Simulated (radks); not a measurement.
The numbers below are computed, except where a source is named.
Ionisation of neutral holmium, [Xe] 4f11 6s2, to Ho+, [Xe] 4f11 6s1, under several functionals. Dirac Kohn-Sham, spin-unpolarised, spherical densities, finite nucleus; open shells are shared between the two j in proportion to 2j + 1; a radial shooting solver on a logarithmic mesh with Libxc functionals.

| functional | E(Ho) (hartree) | Exc (hartree) | IE (eV) | -e(HOMO) (eV) | <r> HOMO (bohr) | IE error (eV) |
|---|---|---|---|---|---|---|
| BP86 | -12628.9903 | -273.5209 | 6.486 | 2.833 | 0.8680 | +0.464 |
| revPBE | -12627.5739 | -272.0914 | 6.225 | 2.690 | 0.8673 | +0.204 |
| Wu-Cohen GGA | -12626.2545 | -270.7621 | 6.310 | 2.745 | 0.8677 | +0.288 |
| LDA (Slater exchange, Perdew-Zunger correlation) | -12619.1750 | -263.6141 | 6.530 | 2.929 | 0.8672 | +0.508 |
| PW91 | -12628.6723 | -273.2055 | 6.348 | 2.774 | 0.8674 | +0.327 |

NIST Atomic Spectra Database: 6.022 eV (measured). Closest: revPBE. The Delta-SCF values span 0.30 eV, the total energies 9.82 hartree. The highest occupied level is 4f7/2. Spin polarisation and multiplet splitting are left out, so open shells lie too high by an amount that depends on their filling. Sharing an open shell by 2j + 1 raises it above the true ground level by a part of the spin-orbit splitting, which enters the differences from NIST.

Beside tabulated values, note that spin-unpolarised runs miss the spin-polarisation part of the exchange energy of open shells.
